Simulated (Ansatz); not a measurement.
Pb3O7H8, a hydroxylated oxide cluster. The state is a singlet with charge 0. Geometry PBE-D4/def2-SVP.

```xyz
18

Pb    0.7607    1.0619    2.3212
Pb   -0.3356    2.8857   -0.4921
Pb   -0.1687   -2.1402   -0.1868
O    -2.1297   -0.1741   -0.0626
O    -1.1233    1.2836   -1.8032
O     1.8556   -2.7396    0.6257
O    -1.1911    1.8548    1.4205
O     0.3348   -1.0646    1.8227
O     1.4566    1.6143    0.1919
O     0.8471   -0.4380   -1.3620
H    -1.8214    0.4417   -0.8930
H    -3.0563   -0.4301   -0.2243
H    -0.3509    0.6437   -1.8985
H     2.5437   -2.2405    0.1415
H    -1.6986    1.0651    1.0563
H     1.1852   -1.6248    1.7266
H     1.3829    0.7803   -0.3896
H     1.5091   -0.7792   -1.9943
```

In the def2 sets Pb takes a core potential; there is no spin–orbit coupling.

(1) Estimate the orbital energies around the gap (eV) in Ansatz with PBE-D4/def2-SVP, PBE-D4/def2-TZVP, BLYP-D4/def2-TZVP, r2SCAN-D4/def2-TZVP, r2SCAN0-D4/def2-TZVP.

Answers

(1) 
```csv
orbital,PBE-D4/def2-SVP,PBE-D4/def2-TZVP,BLYP-D4/def2-TZVP,r2SCAN-D4/def2-TZVP,r2SCAN0-D4/def2-TZVP
HOMO−9,-7.07,-7.34,-7.21,-7.69,-9.09
HOMO−8,-6.75,-7.00,-6.88,-7.36,-8.84
HOMO−7,-6.69,-6.93,-6.80,-7.25,-8.59
HOMO−6,-6.40,-6.64,-6.52,-6.97,-8.45
HOMO−5,-6.34,-6.62,-6.50,-6.95,-8.36
HOMO−4,-6.16,-6.46,-6.35,-6.83,-8.27
HOMO−3,-6.13,-6.40,-6.29,-6.73,-8.13
HOMO−2,-5.93,-6.19,-6.07,-6.49,-7.68
HOMO−1,-5.49,-5.76,-5.65,-6.03,-7.36
HOMO,-5.27,-5.61,-5.49,-5.90,-7.21
LUMO,-1.89,-2.09,-2.03,-1.84,-1.25
LUMO+1,-1.45,-1.69,-1.63,-1.42,-0.84
LUMO+2,-0.91,-1.20,-1.15,-0.89,-0.30
LUMO+3,-0.67,-0.92,-0.88,-0.61,0.00
LUMO+4,-0.52,-0.88,-0.84,-0.56,0.07
LUMO+5,-0.39,-0.74,-0.71,-0.36,0.24
```
